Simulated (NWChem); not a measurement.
Molecule: AlH$_{3}$S$_{2}$O; SMILES [SH][Al]([SH])[OH]

```xyz
7

Al     0.3691     0.0070    -0.0004
O      2.0590    -0.1323    -0.0015
H      2.7170     0.5633     0.0171
S     -0.7727    -1.8472    -0.0006
H      0.3549    -2.5940     0.0074
S     -0.6318     1.9469    -0.0008
H     -1.8692     1.4027     0.0156
```
Atoms are numbered in this order, from 1.

Program: NWChem. All runs use the structure optimised with PBE0/def2-SVP. Total energies compare along this basis series because the functional is fixed.

```csv
level,basis functions,energy (Ha),highest occupied level (eV),orbital gap (eV),dipole (D)
TPSS/cc-pVDZ,83,-1116.0589,-6.36,5.40,1.07
TPSS/aug-cc-pVDZ,131,-1116.0791,-6.54,___,0.93
TPSS/cc-pVTZ,174,-1116.1419,-6.50,5.36,1.04
TPSS/aug-cc-pVTZ,265,-1116.1461,-6.56,5.08,0.95
```

Question: What belongs in the gaps?

Answer: 
- TPSS/aug-cc-pVDZ, orbital gap (eV): 5.03
